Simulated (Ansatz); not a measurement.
`O[Si](O)(F)[SiH3]` + `N[SiH](S)Cl` → `N[SiH]([SiH3])S` + `O[Si](O)(F)Cl`  (redistribution)

Program: Ansatz. Geometries: PBE0-D4/def2-TZVP. ΔE: electronic, gas phase. CCSD(T)/CBS adds triple-zeta CCSD(T) − MP2 to the extrapolated MP2 energy (def2 sets, frozen cores). This one scheme is used for every species. Functionals use def2-TZVPP. Each species was taken in one conformer, which may not be the lowest.

Problem. Is it downhill or uphill in electronic energy at CCSD(T)/CBS, and by how much? (An estimate is asked.)

Solution. Ansatz gave: Uphill: ΔE = +0.05 eV.

Problem. What do these levels give: PBE-D4, r2SCAN-D4, ωB97M-V, B2PLYP, PBE, r2SCAN, PBE0, HF/def2-TZVPP, MP2/def2-TZVPP, HF/def2-QZVPP, HF/CBS(def2), CCSD/CBS(def2)? (Estimate.)

Solution. Ansatz gave: PBE-D4 0.07, r2SCAN-D4 0.03, ωB97M-V 0.06, B2PLYP 0.07, PBE 0.08, r2SCAN 0.04, PBE0 0.05, HF/def2-TZVPP 0.02, MP2/def2-TZVPP 0.04, HF/def2-QZVPP 0.02, HF/CBS(def2) 0.02, CCSD/CBS(def2) 0.04 eV.

Largest T1 diagnostic among the species: 0.013.

From PBE to PBE0 (25 % exact exchange), in def2-TZVPP and without D4, ΔE moves by −0.03 eV.
